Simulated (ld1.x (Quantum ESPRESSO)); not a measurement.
hafnium (Hf): one change to a TM potential, before and after

```
Element                 : Hf
Generator               : ld1.x (Quantum ESPRESSO) 7.5
Type                    : norm-conserving Troullier–Martins (Kleinman–Bylander form)
Functional              : LDA (PZ)
Relativity              : scalar-relativistic
Frozen core             : [Xe] 4f14
Valence charge          : 4
Reference configuration : 5d3 6s1 6p0
Partial waves           : 6s (bound): rc 2.25 bohr; 5d (bound): rc 2.80 bohr; 6p (bound, empty): rc 2.85 bohr
Local potential         : the p channel
Core correction         : a·sin(br)/r model core inside 1.10 bohr
```

All-electron outer shells of the reference configuration (LDA (PZ), scalar-relativistic, ld1.x):

```
shell  level (eV)  outermost node (bohr)  outermost maximum (bohr)
   5p      -34.41                   0.60                      1.16
   4f      -15.65                      –                      0.45
   6s       -4.91                   1.37                      2.93
   5d       -2.16                   0.67                      1.75
   6p       -1.36                   1.67                      4.20
```

Change: wave 6p (bound): rc 2.85 bohr becomes 6p (bound): rc 3.40 bohr.

Cutoffs: the cutoffs (Ry, on a coarse ladder) from which the occupation-weighted sum of valence levels, in a spherical-Bessel basis at the reference potential, stays within 10 and 1 mRy of its value at 400 Ry; they do not see the model core or the augmentation charge, which bear on the density cutoff. Errors are all-electron minus pseudo energies relative to the spin-unpolarised reference configuration.

Q: What does the change do?

A: The potential gets neither clearly harder nor softer (21 Ry and 30 Ry → 21 Ry and 30 Ry); the bound ghost in s disappears; of the 9 tests that both files solve, the error grows in 1 and shrinks in 5 by more than 15 % and 0.3 meV (median size 62.6 → 43.2 meV).

| quantity | base | changed |
| --- | --- | --- |
| cutoff, loose | 21 Ry | 21 Ry |
| cutoff, tight | 30 Ry | 30 Ry |
| bound ghosts | s | none |
| error for 5d2 6s2 6p0, meV [ΔE -2.59 eV] | -38 | -25 |
| error for 5d2 6s1 6p0, meV [ΔE 5.61 eV] | -68 | -43 |
| error for 5d2 6s0 6p0, meV [ΔE 20.11 eV] | -134 | -149 |
| error for 5d2.5 6s1.5 6p0, meV [ΔE -1.34 eV] | -7.0 | -5.2 |
| error for 5d1 6s0 6p0, meV [ΔE 42.22 eV] | -590 | -614 |
| error for 5d2 6s0 6p1, meV [ΔE 10.41 eV] | -63 | -109 |
| error for 5d1 6s2 6p0, meV [ΔE 4.14 eV] | -314 | -125 |
| error for 5d3 6s1 6p0 (spin-polarised), meV [ΔE -1.66 eV] | +4.9 | +5.3 |
| error for 5d2 6s2 6p0 (spin-polarised), meV [ΔE -3.03 eV] | -33 | -22 |

 A true bound ghost makes a file unfit for plane-wave use even where its test errors are small: the radial tests pick states by their node count and pass the ghost by.
